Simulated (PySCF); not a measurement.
A structure optimised at B3LYP-D3(BJ)/def2-SVP, used in a PySCF frequency run:

```xyz
7

Si    -0.9251    -0.3635     0.0000
F     -1.5312     0.3737     1.2947
F     -1.5312     0.3737    -1.2947
N      0.7593    -0.1735     0.0000
C      1.9484     0.0041     0.0000
O      3.1035     0.1660     0.0000
H     -1.3206    -1.7755     0.0000
```

Problem. Write its SMILES, formula and point group.

Solution. O=C=N[SiH](F)F, CHF2NOSi, Cs

Problem. What are its rotational constants (standard atomic weights)?

Solution. 6.5932, 1.5058, 1.3081 GHz
